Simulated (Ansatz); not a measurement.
Ansatz results at the PBE0-D4/def2-TZVP geometry: HOMO–LUMO gap (B3LYP/def2-TZVPP) 4.97 eV; LUMO energy (PBE0/def2-TZVPP) -1.79 eV; size of the dipole moment (PBE/def2-TZVPP) 1.66 D.

Each molecule was computed in one conformer, which needn't be the lowest.

(1) Which molecule gave them?
A. `[F][Sc]([O][SiH3])[O][SiH3]`
B. `[CH3][Sc]([CH3])[CH3]`
C. `[CH3][Sc]([CH3])[F]`
D. `[NH2][Sc]([O][SiH3])[O][SiH3]`

Results:

(1) D. The others give `[CH3][Sc]([CH3])[CH3]`: 4.30, -1.77, 1.72; `[F][Sc]([O][SiH3])[O][SiH3]`: 5.77, -2.28, 0.71; `[CH3][Sc]([CH3])[F]`: 4.24, -2.04, 0.84.

B3LYP here is the variant with VWN-RPA as its local correlation; programs differ in this.
